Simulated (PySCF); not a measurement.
Hf(Cl)3(SH) (Cl₃HHfS), SMILES [Cl][Hf]([Cl])([SH])[Cl], multiplicity 1.

Geometry: B3LYP-D3(BJ)/def2-SVP. The spin state was assumed, not searched. The def2 effective core potentials stand for the cores of Hf; spin–orbit coupling is left out. Other conformers were not sampled.

Computed with PBE0/def2-TZVP (PySCF).

Symmetry labels are those of the subgroup Cs that the program uses (full group Cs).

Computed valence orbital energies around the gap with their symmetry:
```csv
orbital,symmetry,energy (eV)
HOMO−7,A",-10.44
HOMO−6,A',-10.43
HOMO−5,A',-10.23
HOMO−4,A",-9.95
HOMO−3,A',-9.91
HOMO−2,A",-9.62
HOMO−1,A',-9.36
HOMO,A",-8.26
LUMO,A',-2.44
LUMO+1,A",-2.08
LUMO+2,A',-1.57
LUMO+3,A',-1.45
```
